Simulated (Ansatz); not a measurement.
```yaml
crystal:
  periodic: [false, false, false]
  atoms:
    - {symbol: N, position_ang: [-0.256529, 1.621692, -0.717950]}
    - {symbol: C, position_ang: [-0.135391, 0.357978, -0.110034]}
    - {symbol: Si, position_ang: [0.987330, 0.125468, 1.542512]}
    - {symbol: Si, position_ang: [-0.791787, -0.789818, -0.980412]}
    - {symbol: H, position_ang: [0.015529, 2.555522, 0.119023]}
    - {symbol: H, position_ang: [1.583002, 1.594984, 1.745539]}
    - {symbol: H, position_ang: [2.188230, -0.972104, 0.998405]}
    - {symbol: H, position_ang: [0.365443, -0.463975, 2.463452]}
    - {symbol: H, position_ang: [-2.070322, -1.499608, -0.483283]}
    - {symbol: H, position_ang: [-1.817818, -0.405307, -1.975995]}
    - {symbol: H, position_ang: [0.250979, -1.946751, -1.580704]}
basis:
  gaussian: {orbitals: aug-pcseg-2, final_grid: {core_spheres: 5, valence_spheres: 4, degree: 11}}
hamiltonian: {xc: {name: HF}}
correlation: {active_space: {window: {electrons: 3, orbitals: 2}}}
```

```sh
$ ansatz run in.yaml --threads 2 --pin off --events-out ev --progress --plain --max-ram 4352MiB
```

(1) How does Ansatz answer? (Best estimate.)

Answers

(1) The calculation gave: The run stopped with an error.
```
Functional definition: HF
2152 factors; integrals over basis functions are off by at most 6.3e-4 eV
mean field evaluation 1: about -18338.5805 eV, gradient 2.9e1 eV
mean field evaluation 2: about -18338.7845 eV, gradient 3.0e1 eV
mean field evaluation 4: about -18342.0974 eV, gradient 5.5e0 eV
mean field evaluation 8: about -18342.2312 eV, gradient 5.0e-1 eV
mean field evaluation 16: about -18342.2345 eV, gradient 8.2e-6 eV
mean field -18342.23448819 eV, -674.0646846281 hartree, gradient 8.2e-6 eV, S^2 0.000000; 0 other end points of the search recorded, 0 dependent functions left out
reference -18342.23448819 eV, -674.0646846281 hartree; 24, 24 occupied and 329, 329 virtual orbitals, 2152 factors
Error: 3 electrons in 2 orbitals form no window around the highest filled level of the reference
```
